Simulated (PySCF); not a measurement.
Re(O)3(OH) (HO₄Re), SMILES [OH][Re](=[O])(=[O])=[O], multiplicity 1.

Geometry optimised at PBE0-D3(BJ)/def2-SVP. A frequency run showed that this geometry is not a minimum. The spin state was assumed, not searched. The isomer is the one that the SMILES or the coordinates give; other isomers of the formula were not compared. The def2 effective core potentials stand for the cores of Re; spin–orbit coupling is left out. Other conformers were not sampled.

Two levels are set side by side: TDA-PBE/def2-SVPD (PySCF) and TDA-M06-2X/def2-SVPD (PySCF). Vertical, same geometry. The lowest singlet is HOMO→LUMO+1 74 %, HOMO−1→LUMO 13 %, HOMO−2→LUMO+1 13 % with PBE and HOMO→LUMO 59 %, HOMO−1→LUMO 19 %, HOMO−2→LUMO+1 19 % with the other functional; states are paired by order. Differences are taken from unrounded values.

```
quantity                              TDA-M06-2X
------------------------------------  ----------
lowest singlet excitation (eV)              4.91
lowest triplet excitation (TDA) (eV)        4.50
```

### Question
What does TDA-PBE give, and how far is it from TDA-M06-2X? (The exact figures need the calculation; the answer reports its results.)

### Answer

```
quantity                              TDA-PBE  TDA-PBE minus TDA-M06-2X
------------------------------------  -------  ------------------------
lowest singlet excitation (eV)           4.86                     -0.05
lowest triplet excitation (TDA) (eV)     4.32                     -0.17
```

Rough cost on one machine, each run with all the roots and properties that it gave: TDA-M06-2X against TDA-PBE about 9 times.
